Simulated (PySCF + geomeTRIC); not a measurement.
Level of theory: r2SCAN-D4/def2-TZVP (PySCF + geomeTRIC). fastk is a local helper that only speeds up exchange builds. No frequencies were computed at this level.

```python
import json, numpy as np
from pyscf import gto, dft
from fastk import lowrank_exchange
atoms = """
Si    -0.251617    -0.003293     0.007356
I      2.209420     0.028915    -0.064597
H     -0.674228     1.382823    -0.097808
H     -0.675675    -0.805946    -1.127060
H     -0.607901    -0.602500     1.282108
"""
def scf(charge, spin, dm0=None):
    mol = gto.M(atom=atoms, basis='def2-tzvp', ecp={'I': 'def2-tzvp'}, charge=charge, spin=spin, verbose=3, max_memory=15120)
    mf = dft.KS(mol, xc='r2scan').density_fit(auxbasis="def2-universal-jkfit")
    mf.disp = 'd4'
    mf.grids.level = 4
    mf.conv_tol = 1e-8
    mf.max_cycle = 60
    mf.kernel(dm0)
    if not mf.converged:
        mf = mf.newton().run(mf.mo_coeff, mf.mo_occ).undo_soscf()
    return mf
mf = scf(0, 0)
from pyscf.geomopt.geometric_solver import kernel as optimize
path = []
done, mol = optimize(mf, maxsteps=80, assert_convergence=False, callback=lambda env: path.append((env["energy"], bool(env["g_scanner"].converged))))
res = dict(converged=bool(done and path[-1][1]), energy=path[-1][0], path=[e for e, c in path], xyz=mol.atom_coords(unit="Angstrom").tolist(), nao=mol.nao)
json.dump(res, open("result.json", "w"))
```

Output:

```
converged SCF energy = -589.126730698293
Geometry optimization cycle 1
converged SCF energy = -589.126730698032
cycle 1: E = -589.126730698  dE = -589.127  norm(grad) = 0.0254781
Geometry optimization cycle 2
converged SCF energy = -589.127983469981
cycle 2: E = -589.12798347  dE = -0.00125277  norm(grad) = 0.00516318
Geometry optimization cycle 3
converged SCF energy = -589.128059105282
cycle 3: E = -589.128059105  dE = -7.56353e-05  norm(grad) = 0.000605916
Geometry optimization cycle 4
converged SCF energy = -589.128062145664
cycle 4: E = -589.128062146  dE = -3.04038e-06  norm(grad) = 0.000123273
Geometry optimization cycle 5
converged SCF energy = -589.128062132486
cycle 5: E = -589.128062132  dE = 1.31787e-08  norm(grad) = 0.000153724
<class 'geometric.internal.Distance'> : 4
<class 'geometric.internal.Angle'> : 6
<class 'geometric.internal.TranslationX'> : 1
<class 'geometric.internal.TranslationY'> : 1
<class 'geometric.internal.TranslationZ'> : 1
<class 'geometric.internal.RotationA'> : 1
<class 'geometric.internal.RotationB'> : 1
<class 'geometric.internal.RotationC'> : 1
Step    0 : Gradient = 1.139e-02/1.832e-02 (rms/max) Energy = -589.1267306980
Step    1 : Displace = 2.503e-02/3.151e-02 (rms/max) Trust = 1.000e-01 (=) Grad = 2.309e-03/4.464e-03 (rms/max) E (change) = -589.1279834700 (-1.253e-03) Quality = 1.098
Step    2 : Displace = 7.092e-03/1.194e-02 (rms/max) Trust = 1.414e-01 (+) Grad = 2.710e-04/3.296e-04 (rms/max) E (change) = -589.1280591053 (-7.564e-05) Quality = 1.147
Step    3 : Displace = 2.171e-03/2.231e-03 (rms/max) Trust = 2.000e-01 (+) Grad = 5.513e-05/1.103e-04 (rms/max) E (change) = -589.1280621457 (-3.040e-06) Quality = 1.030
Step    4 : Displace = 2.241e-04/2.557e-04 (rms/max) Trust = 2.828e-01 (+) Grad = 6.875e-05/1.321e-04 (rms/max) E (change) = -589.1280621325 (+1.318e-08) Quality = -0.026
Converged! =D
```

Cost: very roughly 2.0 core-minutes.
